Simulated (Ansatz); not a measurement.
# A geometry optimisation of ClH2O2Si2 with r2SCAN-D4/def2-SVP

The starting geometry of this gas-phase doublet was optimised with GFN2-xTB.

```xyz
7

Cl    1.2859   -0.3563   -2.2154
O    -1.4375    0.4751   -1.1553
O    -0.0385   -0.2975    0.5185
Si    0.1966    0.5853   -0.8693
Si   -1.7075   -0.3989    0.2652
H     0.5805    1.9388   -0.5674
H    -2.3711    0.4643    1.2220
```

Problem. Predict what becomes of its bonds when it is optimised with r2SCAN-D4/def2-SVP.

Solution. It keeps its bonds.

The energy falls by 0.24 eV over 6 steps:

| step | E − E(last) (eV) |
| --- | --- |
| 1 | 0.235 |
| 2 | 0.023 |
| 3 | 0.004 |
| 4 | 0.001 |
| 5 | 0.000 |
| 6 | 0.000 |

Final geometry (Å):

```xyz
7

Cl    1.3190   -0.3706   -2.2500
O    -1.4732    0.5233   -1.1638
O    -0.0209   -0.2787    0.5733
Si    0.1846    0.6013   -0.8530
Si   -1.7057   -0.3899    0.2697
H     0.7199    1.9635   -0.6716
H    -2.5153    0.3617    1.2936
```

Frequencies at the end are all real (lowest 127 cm⁻¹). Open shells are spin-unrestricted. Run with Ansatz 0.2.0, 56 s on 2 threads of Arm Neoverse V2 (shared host).
